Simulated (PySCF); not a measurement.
# Dipole response of Mo (molybdenum, neutral)

[Kr] 4d6, high-spin 5D determinant (an excited configuration). All numbers are calculated (PySCF 2.14, scalar relativity through the core potential, in def2-QZVPPD with the def2 core potential (28 electrons) (7s5p4d3f2g, 81 functions)). Coupled (time-dependent) response in atomic units; α is the mean over directions.

```tsv
method	mean α (bohr³)	α xx, yy, zz	C₆ (like pair)	S(−4)
PBE0	79.01	103.3, 103.3, 30.46	460.2	74070
MN15	61.27	75.75, 75.75, 32.31	418.9	8217
```

S(−4) is the Cauchy moment in α(ω) = α(0) + S(−4) ω² + …

Spin-orbit coupling is absent.

α(iu) at MN15:

| u (hartree) | α(iu) (bohr³) |
| --- | --- |
| 0 | 61.27 |
| 0.0500 | 48.71 |
| 0.100 | 34.55 |
| 0.200 | 21.12 |
| 0.300 | 15.93 |
| 0.500 | 11.16 |
| 0.750 | 7.896 |
| 1.00 | 5.819 |
| 1.50 | 3.469 |
| 2.00 | 2.275 |
| 3.00 | 1.177 |
| 5.00 | 0.4729 |

A single London oscillator, α(iu) = α/(1 + u²/ω²), gives C₆ = (3/4) ω α². Matching the computed C₆ needs ω = 4 × 418.9 / (3 × 61.27²) = 0.149 hartree.

The components differ because the open shell of this determinant is not spherical; for a pure term their mean is the scalar polarisability.

Energies and moments cover only the electrons outside the core potential.
